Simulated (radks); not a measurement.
Neutral rhodium inside a hard spherical wall (all orbitals vanish at R), configuration held at [Kr] 4d8 5s1 and not refilled when levels cross. All-electron calculation, scalar-relativistic Kohn-Sham, PBEsol, spin-polarised, spherical densities, finite nucleus; open shells are filled with parallel spins first (spin-orbit coupling, left out, can overturn this in heavy ions); Fermi nuclear charge, rms radius 4.4945 fm. Program: a radial shooting solver on a logarithmic mesh with Libxc functionals. Eigenvalues in eV for spin up, with the zero of energy where the potential of the charges vanishes at infinity; a dash marks a level that is unbound or too diffuse for the functional's potential to be trusted. A positive occupied level is held by the wall or, in an anion where self-interaction has pushed it up, behind a barrier. The pressure on the wall is -dE/dV.

\begin{tabular}{lrrrrrrrrr}
R (bohr) & E (hartree) & kinetic (hartree) & e(4s) & e(4p) & e(4d) & e(5s) & e(5p, empty) & e(6s, empty) & pressure (GPa) \\ \hline
free & -4781.68130 & 4951.605 & -82.879 & -50.867 & -6.511 & -4.809 & -1.075 & - & 0 \\
15 & -4781.68130 & 4951.605 & -82.879 & -50.867 & -6.511 & -4.809 & -1.067 & 0.347 & < 0.0001 \\
10 & -4781.68104 & 4951.608 & -82.857 & -50.845 & -6.490 & -4.788 & -0.912 & 1.945 & 0.00704 \\
8 & -4781.67871 & 4951.626 & -82.735 & -50.723 & -6.376 & -4.663 & -0.505 & 4.545 & 0.108 \\
6 & -4781.65487 & 4951.768 & -82.014 & -50.010 & -5.725 & -3.826 & 1.185 & 12.394 & 2.05 \\
5 & -4781.59093 & 4952.088 & -80.737 & -48.763 & -4.588 & -2.161 & 3.869 & 22.587 & 10.8 \\
3.5 & -4780.96430 & 4954.712 & -73.913 & -42.223 & 1.758 & 9.072 & 19.194 & 69.463 & 210 \\
3 & -4780.07848 & 4958.157 & -67.951 & -36.527 & 7.865 & 21.661 & 34.965 & 110.98 & 709 \\
2.5 & -4777.69109 & 4967.216 & -56.953 & -25.715 & 20.363 & 50.089 & 68.520 & 190.93 & 2940 \\
2 & -4769.99195 & 4994.978 & -33.273 & -0.928 & 50.114 & 123.10 & 149.21 & 365.10 & 16100 \\
\end{tabular}
